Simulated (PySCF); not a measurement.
Peak assignment

Geometry:
```
atom   x (Å)   y (Å)   z (Å)
  C1   3.072   0.088  -0.106
  O2   1.847   0.685   0.216
 Si3   0.383   0.448  -0.433
  O4  -0.197  -1.073  -0.223
  C5  -1.212  -1.500   0.634
  C6  -2.507  -0.686   0.550
  O7  -3.578  -1.213   0.433
  O8  -2.387   0.625   0.656
 Si9  -1.093   1.665   0.803
 H10   3.371   0.366  -1.118
 H11   3.000  -0.999  -0.049
 H12   3.818   0.445   0.603
 H13   0.415   0.481  -1.896
 H14  -0.880  -1.452   1.682
 H15  -1.450  -2.538   0.384
 H16  -1.690   2.873   0.248
 H17  -0.920   1.796   2.256
```

- GFN2-xTB geometry
- shielding tensors at PBE0/pcSseg-1 (GIAO)
- code: PySCF 2.14.0 with density-fitted response routines
- isolated molecule, a single conformation, one averaged value for each set of equivalent atoms, relativity neglected

Shifts are taken against calculated references (same method and geometry level): TMS for ¹³C (186.93 ppm), ¹H (31.72 ppm).

Problem. Assign these signals to the numbered atoms. ¹³C{¹H} NMR (computed): δ 169.1, 68.9, 53.5.

Solution. 
169.1 → C6, carbonyl carbon
68.9 → C5, sp3 CH2 bonded to O, α to a carbonyl: the inductive effect lowers its shielding
53.5 → C1, methyl carbon bonded to O: the inductive effect lowers its shielding

Problem. Assign these signals to the numbered atoms. ¹H NMR (500 MHz, computed): δ 5.66 (m, 1H), 5.38 (m, 1H), 5.16 (m, 1H), 4.72 (m, 1H), 4.54 (m, 1H), 3.90 (s, 3H).

Solution. 
| δ (ppm) | atoms | environment | reason |
| --- | --- | --- | --- |
| 5.66 | H17 | hydrogen on a silicon bonded to O, Si, in a 6-membered ring | – |
| 5.38 | H16 | hydrogen on a silicon bonded to O, Si, in a 6-membered ring | – |
| 5.16 | H13 | hydrogen on a silicon bonded to 2 O, Si, in a 6-membered ring | – |
| 4.72 | H15 | hydrogen on an sp3 CH2 bonded to O, α to a carbonyl | its carbon carries O, an electronegative neighbour |
| 4.54 | H14 | hydrogen on an sp3 CH2 bonded to O, α to a carbonyl | – |
| 3.90 | H10/H11/H12 | hydrogen on a methyl carbon bonded to O | its carbon carries O, hence the downfield position |

Shifts are as computed. Against solution values, carbons near 30 ppm lie about +3 ppm off and those near 130 ppm about +5 ppm. Of 1211 compounds with measured shifts, 218 miss one by over three times the rms of a fit or turn the order of signals round; such compounds aren't used in these exercises. No couplings were computed; multiplicities are counted from neighbouring protons, with m where these are inequivalent, close in shift, in a saturated or five-membered ring or joined by F or P, and br s for small geminal =CH2 splittings.
